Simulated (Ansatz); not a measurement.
Ansatz results at the PBE0-D4/def2-TZVP geometry: HOMO–LUMO gap (ωB97M-V/def2-TZVPP) 11.38 eV; LUMO energy (PBE0/def2-TZVPP) 0.44 eV; HOMO energy (B3LYP/def2-TZVPP) -7.07 eV.

Each molecule was computed in one conformer, which needn't be the lowest.

(1) Which molecule gave them?
A. `CN1[SiH2][SiH2]1`
B. `OC([SiH3])[AsH2]`
C. `OC[SiH2][AsH2]`
D. `N=CSCO`

Answers

(1) C. The others give `N=CSCO`: 11.16, -0.44, -7.14; `CN1[SiH2][SiH2]1`: 10.34, -0.49, -6.78; `OC([SiH3])[AsH2]`: 10.77, -0.23, -7.01.

B3LYP here is the variant with VWN-RPA as its local correlation; programs differ in this.
